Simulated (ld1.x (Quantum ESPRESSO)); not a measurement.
u(r) = r·R(r): atom against pseudo-atom (nickel)

Columns: radius, all-electron u(r) and pseudo u(r) of the 4p shell (level -1.34 eV) of nickel in the configuration [Ne] 3s2 3p6 3d8 4s2 4p0; LDA (PZ), scalar-relativistic, ultrasoft scheme, ld1.x (Quantum ESPRESSO) 7.5.

| r (bohr) | all-electron | pseudo |
| --- | --- | --- |
| 0.138 | 0.1014 | -0.0651 |
| 0.276 | -0.0114 | -0.2267 |
| 0.414 | -0.1319 | -0.4019 |
| 0.552 | -0.1737 | -0.5036 |
| 0.690 | -0.1509 | -0.4851 |
| 0.828 | -0.0929 | -0.3586 |
| 0.966 | -0.0204 | -0.1802 |
| 1.104 | 0.0546 | -0.0123 |
| 1.242 | 0.1261 | 0.1104 |
| 1.380 | 0.1911 | 0.1901 |
| 1.518 | 0.2488 | 0.2488 |
| 1.656 | 0.2989 | 0.2989 |
| 1.794 | 0.3419 | 0.3419 |
| 1.932 | 0.3784 | 0.3784 |
| 2.070 | 0.4088 | 0.4088 |
| 2.208 | 0.4338 | 0.4338 |
| 2.346 | 0.4539 | 0.4539 |
| 2.484 | 0.4697 | 0.4697 |
| 2.622 | 0.4817 | 0.4817 |
| 2.760 | 0.4903 | 0.4903 |
| 2.898 | 0.4959 | 0.4959 |
| 3.036 | 0.4988 | 0.4988 |
| 3.174 | 0.4994 | 0.4994 |
| 3.312 | 0.4979 | 0.4979 |
| 3.450 | 0.4947 | 0.4947 |
| 3.588 | 0.4899 | 0.4899 |

(1) How many radial nodes do the two functions have?

(2) At about which radius was the pseudo-wave matched?

(3) Is the pseudo-wave norm-conserving?

## Answers

(1) The all-electron 4p function has n − l − 1 = 2; the pseudo-wave has 1, since 1 lower shell of the same l stays in the valence.

(2) 1.50 bohr, where the columns begin to agree (steps of 0.14 bohr).

(3) No, it belongs to an ultrasoft set: the norm inside the radius is not constrained, and the difference is carried by the augmentation charge.
